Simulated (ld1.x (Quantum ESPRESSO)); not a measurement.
# PBE RRKJ dataset for As (Z = 33), scalar-relativistic all-electron reference.

ld1.x (Quantum ESPRESSO) 7.5 input, shortened:

```
&input
   title='As', zed=33., rel=1, dft='PBE', iswitch=3,
   config='[Ar] 3d10 4s2 4p3'
 /
 &inputp
   pseudotype=2, tm=.false., lloc=-1, rcloc=1.25,
   nlcc=.false.
 /
3
4S  1  0   2.00   0.00  1.75  1.75  0.0
4P  2  1   3.00   0.00  1.85  1.85  0.0
3D  3  2  10.00   0.00  0.90  0.90  0.0
 &test
   configts(1)='3d10 4s2 4p3'
 /
```

Question: Is a potential produced?

Answer: No. ld1.x (Quantum ESPRESSO) 7.5 stopped with "compute_phi: phi has nodes before r_c": the RRKJ expansion in Bessel functions gave a pseudo-wave with a node inside its radius. Before that it printed "This function has    1 nodes for 0 < r <    1.739".
